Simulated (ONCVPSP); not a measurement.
Building the ONCV potential for copper (PBEsol, fully relativistic).

The input file (ONCVPSP 4.0.1):

```
# ATOM AND REFERENCE CONFIGURATION
# atsym  z   nc   nv     iexc    psfile
  Cu 29.00    3    4  -116133      upf
#
#   n    l    f
    1    0    2.00
    2    0    2.00
    2    1    6.00
    3    0    2.00
    3    1    6.00
    3    2   10.00
    4    0    1.00
#
# PSEUDOPOTENTIAL AND OPTIMIZATION
# lmax
    2
#
#   l,   rc,      ep,       ncon, nbas, qcut
    0    1.10    0.00    3    6   12.60
    1    0.40    0.00    4    8   24.00
    2    1.25    0.00    4    9   12.80
#
# LOCAL POTENTIAL
# lloc, lpopt,  rc(5),   dvloc0
    4    2    0.30    0.00
#
# VANDERBILT-KLEINMAN-BYLANDER PROJECTORs
# l, nproj, debl
    0    2    3.20
    1    3    3.00
    2    2    2.30
#
# MODEL CORE CHARGE
# icmod, fcfact, rcfact
    3    1.75    1.65
#
# LOG DERIVATIVE ANALYSIS
# epsh1, epsh2, depsh
   -6.00    5.00    0.04
#
# OUTPUT GRID
# rlmax, drl
    6.00    0.01
#
# TEST CONFIGURATIONS
# ncnf
    4
# nvcnf
#   n    l    f
    4
    3    0    2.00
    3    1    6.00
    3    2   10.00
    4    0    0.00
#
    4
    3    0    2.00
    3    1    6.00
    3    2    9.00
    4    0    0.00
#
    4
    3    0    2.00
    3    1    6.00
    3    2    8.00
    4    0    0.00
#
    4
    3    0    2.00
    3    1    6.00
    3    2    9.00
    4    0    2.00
#
```

Command:

```bash
oncvpspr.x < Cu.dat > Cu.out
```

The program printed (shortened: citation, most of the input echo, consistency checks and plot data are left out):

```
[... start of the log left out ...]
         0.00010     0.00272       62.54
         0.00001     0.00027       70.07

Calculating optimized projector #   2

 for l=   0

    Fraction of norm inside rc  0.025474
    Optimizing pswf for qcut=  12.60 a_B^-1,  ecut=  79.39 Ha
    Residual kinetic energy error=  6.25D-08 Ha

    Energy error per electron        Cutoff
         Ha          eV             Ha
         0.01000     0.27211       22.34
         0.00100     0.02721       41.46
         0.00010     0.00272       54.18
         0.00001     0.00027       63.75

   Wellstate for l =  1  n =  4 kap= -2
     eigenvalue =   0.3859
     asymptotic potential =   0.8859
     half-point radius =  3.0816

   Wellstate for l =  1  n =  5 kap= -2
     eigenvalue =   3.3859
     asymptotic potential =   3.8859
     half-point radius =  2.2034

Calculating optimized projector #   1

 for l=   1

    Fraction of norm inside rc  0.087601
    Optimizing pswf for qcut=  23.99 a_B^-1,  ecut= 287.77 Ha

optimize: ERROR ps0norm > uunorm, code will stop
```

The run stopped because the continuity conditions at rc already need more norm inside rc than the all-electron wave has, so norm conservation cannot be met.

The run took about 0.8 s on one core of a shared server CPU.
